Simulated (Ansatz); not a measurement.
Calculated with Ansatz (gas phase, PBE0-D4/def2-TZVP geometries, no zero-point term in ΔE). CCSD(T)/CBS is the MP2 limit (def2-TZVPP, def2-QZVPP) plus CCSD(T) − MP2 in def2-TZVPP, frozen cores. Functionals use def2-TZVPP. B3LYP here is the variant with VWN-RPA as its local correlation; programs differ in this. def2 core potentials past Kr. For Sb outer-core shells are correlated without core-valence functions, which leaves a few kJ/mol of doubt a bond. Each species was taken in one conformer, which may not be the lowest.

Reaction (redistribution): `CC[SiH2][SbH2]` + `C[SiH2]N` → `N[SiH2][SbH2]` + `CC[SiH2]C`

`CC[SiH2][SbH2]`:

```xyz
13

C     1.510   -0.500    0.702
C     0.174   -1.183    0.432
Si   -0.951   -0.219   -0.727
Sb   -1.500    2.090    0.281
H     2.145   -1.105    1.354
H     2.063   -0.322   -0.224
H     1.374    0.470    1.189
H    -0.367   -1.353    1.369
H     0.333   -2.173   -0.011
H    -2.243   -0.938   -0.911
H    -0.306   -0.075   -2.063
H    -2.239    2.583   -1.177
H     0.007    2.725   -0.216
```

`C[SiH2]N`:

Cartesian coordinates in Å:
```
C -0.775 -0.737 -0.902
Si -0.261 0.486 0.418
N 1.410 0.512 0.826
H -1.852 -0.673 -1.085
H -0.546 -1.762 -0.600
H -0.261 -0.539 -1.846
H -1.007 0.170 1.667
H -0.613 1.856 -0.048
H 1.819 -0.232 1.368
H 2.086 0.919 0.201
```

`N[SiH2][SbH2]`:

Cartesian coordinates in Å:
```
N 1.435 0.670 -0.364
Si 0.028 0.401 0.591
Sb -1.824 -0.392 -1.014
H 1.830 -0.085 -0.901
H 2.156 1.288 -0.027
H -0.343 1.712 1.188
H 0.186 -0.569 1.716
H -0.867 -1.753 -1.418
H -2.602 -1.272 0.229
```

`CC[SiH2]C`:

```xyz
14

C    -1.499    0.615    0.823
C    -0.930    0.558   -0.592
Si    0.424   -0.725   -0.816
C     1.883   -0.401    0.311
H    -0.730    0.879    1.555
H    -2.296    1.357    0.909
H    -1.915   -0.350    1.124
H    -0.527    1.535   -0.880
H    -1.725    0.338   -1.312
H    -0.134   -2.079   -0.524
H     0.880   -0.722   -2.236
H     2.316    0.583    0.116
H     2.666   -1.149    0.159
H     1.586   -0.438    1.362
```

Is it downhill or uphill in electronic energy at CCSD(T)/CBS, and by how much? (Estimate.)

The calculation gave: Uphill: ΔE = +2.2 kcal/mol.

What do these levels give: B3LYP-D4, ωB97M-V, r2SCAN, CCSD(T)/def2-TZVPP, HF/CBS(def2), CCSD/CBS(def2)? (An estimate is asked.)

Computed: B3LYP-D4 1.7, ωB97M-V 1.8, r2SCAN 1.7, CCSD(T)/def2-TZVPP 2.1, HF/CBS(def2) 1.6, CCSD/CBS(def2) 2.1 kcal/mol.

Largest T1 diagnostic among the species: 0.013.
